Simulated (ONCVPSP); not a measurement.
Configuration tests for antimony (Sb) (ONCV)

- Element: Sb (Z = 51)
- Generator: ONCVPSP 4.0.1
- Type: optimised norm-conserving Vanderbilt (ONCV)
- Functional: PBE
- Relativity: scalar-relativistic
- Frozen core: [Ar] 3d10 4s2
- Valence charge: 21
- Reference configuration: 4p6 4d10 5s2 5p3
- Partial waves: 5s: rc 1.75 bohr, ncon 4, nbas 9, qcut 3.4 1/bohr, 2 projectors, debl 2.8 Ha; 4p+5p: rc 1.45 bohr, ncon 3, nbas 8, qcut 10.8 1/bohr, 2 projectors; 4d: rc 1.20 bohr, ncon 5, nbas 9, qcut 13.7 1/bohr, local; f scattering state at 0.44 Ha: rc 1.80 bohr, ncon 4, nbas 8, qcut 6.8 1/bohr, 2 projectors, debl 0.7 Ha
- Local potential: the d channel
- Core correction: Teter function, fcfact 3.75, rcfact 1.15

Energies are relative to the spin-unpolarised reference configuration 4p6 4d10 5s2 5p3; without spin polarisation the order of configurations can differ from experiment.

```tsv
valence configuration	charge	ΔE all-electron (eV)	error AE − PS (meV)
4p6 4d10 5s2 5p1	+2	24.286	-6.5
4p6 4d10 5s2 5p0	+3	48.699	-14
4p6 4d10 5s0 5p5	0	16.431	-36
```

(1) What are ΔE and the potential's error for 4p6 4d10 5s2 5p2?

Note: ghosts flagged at negative energy: s at -133.4 eV; no localised positive-energy state flagged. A true bound ghost makes a file unfit for plane-wave use.

## Answers

(1) ΔE = 8.317 eV all-electron; the error (AE − PS) is -1.9 meV.
